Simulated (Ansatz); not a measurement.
This geometry of CH5GeNS (9 atoms, charge 0, multiplicity 1) is a first-order saddle point.

Method: Ansatz, RKS B3LYP-D4/def2-SVP.

```xyz
9
Properties=species:S:1:pos:R:3
N -0.578 1.471 -0.969
Ge 0.575 0.132 -0.447
C 0.205 -1.001 1.084
S -0.174 -1.955 -0.498
H -1.391 1.093 -1.456
H -0.916 2.028 -0.184
H 2.012 0.384 -0.902
H -0.681 -0.781 1.691
H 1.037 -1.416 1.664
```

Question: Which two structures does it join? (They come from a converged band through this point; their orientation in space is the band's.)

Answer: No bond is made or broken. The height of N1 over the plane of its neighbours goes from 0.34 to -0.34 Å. The two ends are copies of one structure, up to a mirror image or an exchange of like atoms.

First end point:

```xyz
9
Properties=species:S:1:pos:R:3
N -0.594 1.510 -0.731
Ge 0.488 0.062 -0.459
C 0.275 -0.974 1.149
S -0.326 -2.014 -0.319
H -0.717 1.765 -1.711
H -1.515 1.422 -0.303
H 1.840 0.266 -1.142
H -0.522 -0.698 1.850
H 1.159 -1.385 1.648
```

Last end point:

```xyz
9
Properties=species:S:1:pos:R:3
N -0.595 1.510 -0.732
Ge 0.488 0.061 -0.459
C 0.275 -0.974 1.149
S -0.326 -2.015 -0.319
H -1.516 1.423 -0.304
H -0.716 1.766 -1.711
H 1.840 0.267 -1.140
H -0.521 -0.698 1.851
H 1.160 -1.385 1.648
```

Question: How far does it lie above each of them?

Answer: 1.7 kcal/mol above the first and 1.7 kcal/mol above the second. This is the barrier of this one path; another mechanism may lie lower.

The run took 3.5 min on 2 threads of Arm Neoverse V1 (shared host), peak memory 0.24 GiB.
